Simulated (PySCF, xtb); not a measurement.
Se(NH2)2 (H₄N₂Se), SMILES N[Se]N. Other conformers were not sampled.

Harmonic wavenumbers (cm⁻¹) from xtb with GFN2-xTB at its own minimum, in rising order: 214, 295, 297, 466, 532, 682, 728, 884, 901, 1464, 1473, 3354, 3356, 3391, 3394.

Question: What does B3LYP-D3(BJ)/def2-TZVP (PySCF) give at its own minimum? (The exact figures need the calculation; the answer reports its results.)

Answer: 251, 389, 436, 505, 561, 715, 769, 997, 1005, 1580, 1591, 3498, 3500, 3602, 3607. Paired by order, the mean absolute difference is 105 cm⁻¹ and the zero-point energies are 30.6 and 32.9 kcal/mol.
